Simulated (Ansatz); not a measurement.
AlCl₂ (SMILES [Cl][Al][Cl]), doublet, at a GFN2-xTB geometry (such geometries of metal compounds can be far from the true shape). Base run: SVWN5/def2-SV(P) run with Ansatz (a first-principles code).

Geometry (Å):
```xyz
3

Al     0.0016     0.6354     0.0235
Cl     1.8513    -0.2486     0.0172
Cl    -1.8525    -0.2373    -0.0352
```
Charge 0, spin multiplicity 2.
Orbitals are unrestricted.
All else is at Ansatz's defaults.

Variants of this job, named by their change:

```
change                                  E (Eh)  SCF-reference <S^2>
---------------------------------  -----------  -------------------
base                               -1158.54003                0.751
functional = pbe                   -1162.04089                0.752
functional = pbe; dispersion = d4  -1162.04400                0.752
functional = B2GP-PLYP             -1162.00238                0.752
functional = revpbe                -1162.33134                0.752
functional = wB97X-V               -1162.37480                0.751
functional = b3lyp5                -1162.42155                0.751
functional = cam_b3lyp             -1162.58310                0.752
functional = PBE-QIDH              -1161.84479                0.752
functional = pbe0                  -1162.14253                0.752
functional = hse06                 -1162.12128                0.752
functional = r2scan                -1162.47887                0.752
functional = wB97M-V               -1162.50197                0.751
```

Total energies compare only within one method and basis.
